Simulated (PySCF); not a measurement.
## Working out the ionisation energy of Ne²⁺

Ne²⁺ [He] 2s2 2p4 (3P) → Ne³⁺ [He] 2s2 2p3 (4S). Calculation: PySCF 2.14, in def2-TZVPPD; no relativity, point nucleus. Frozen: nothing. Energies in hartree (1 hartree = 27.21139 eV):

```csv
part,Ne²⁺ (lower),Ne³⁺ (upper)
UHF,-126.374923,-124.101552
CCSD correlation,-0.174160,-0.129863
(T),-0.001466,-0.000921
```

Q: What does Hartree-Fock give?

A: (-124.101552) − (-126.374923) = 2.273371 hartree = 61.862 eV.

Q: What do CCSD and CCSD(T) give?

A: The CCSD correlation energies differ by 0.044297 hartree = 1.205 eV and the triples by 0.000545 hartree = 0.015 eV, so CCSD gives 63.067 eV and CCSD(T) 63.082 eV.

A first-order spin-orbit estimate adds 0.038 eV to CCSD(T) (valence and next inner shell), giving 63.120 eV against 63.423 eV (measured; NIST Atomic Spectra Database, ionization energies).

What remains against the reference includes basis incompleteness and higher excitations.
